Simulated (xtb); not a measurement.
Si(H)2(NCO)(OMe) (C₂H₅NO₂Si), SMILES CO[SiH2]N=C=O. All values are semi-empirical tight-binding results from xtb (GFN2-xTB unless named), good for trends rather than for accurate numbers. Geometry: GFN2-xTB. Other conformers were not sampled.

Optimised geometry:

Bonded distances (Å): Si1–N2 1.716, Si1–O5 1.610, Si1–H7 1.463, Si1–H8 1.463, N2–C3 1.186, C3–O4 1.157, O5–C6 1.393, C6–H9 1.093, C6–H10 1.091, C6–H11 1.093. Angles (°): N2–Si1–O5 99.6, N2–Si1–H7 109.5, N2–Si1–H8 109.7, O5–Si1–H7 112.8, O5–Si1–H8 112.7, H7–Si1–H8 111.9, Si1–N2–C3 152.5, N2–C3–O4 175.5, Si1–O5–C6 130.0, O5–C6–H9 111.0, O5–C6–H10 108.0, O5–C6–H11 110.9, H9–C6–H10 109.2, H9–C6–H11 108.5, H10–C6–H11 109.2.
Charge 0, spin multiplicity 1.

```
Item                                                   Value
---------------------------------------------  -------------
point group as xtb finds it                               Cs
orbital gap                                          5.75 eV
dipole moment                                         4.02 D
zero-point energy                              44.6 kcal/mol
G − E(el) at 298.15 K (modified RRHO)          23.7 kcal/mol
static polarisability (D4 model)                  67.3 bohr³
solvation energy, GFN2-xTB/ALPB(water)         -1.0 kcal/mol
solvation energy, GFN2-xTB/ALPB(acetonitrile)  -5.8 kcal/mol
```

Computed atomic charges and the Wiberg bond orders between heavy atoms:
charges (e) Si1 0.54, N2 -0.29, C3 0.32, O4 -0.28, O5 -0.33, C6 0.04, H7 -0.07, H8 -0.07, H9 0.04, H10 0.06, H11 0.04. Bond orders Si1–N2 0.94, N2–C3 2.03, N2–O4 0.35, C3–O4 1.89, Si1–O5 1.21, O5–C6 1.00.
